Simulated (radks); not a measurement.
Results of a calculation; reference values are marked as such.
Valence configurations of the carbon ion C3+ (all share [He]). Level of theory: scalar-relativistic Kohn-Sham, BLYP, spin-unpolarised, spherical densities, finite nucleus; Fermi nuclear charge, rms radius 2.4702 fm; without spin polarisation the odd electron is poorly described (a radial shooting solver on a logarithmic mesh with Libxc functionals). Energies are relative to 2s1; eigenvalues in eV.

\begin{tabular}{lrrr}
valence & E (eV) & e(2p) & e(2s) \\ \hline
2s1 & 0.000 & - & -56.127 \\
2p1 & 7.945 & -47.364 & - \\
2s0.5 2p0.5 & 3.961 & -47.788 & -55.732 \\
\end{tabular}

NIST lists [He] 2s1 as the ground configuration; this level of theory agrees among the configurations tried. The energies are those of spherical spin-averaged densities, not of single terms.
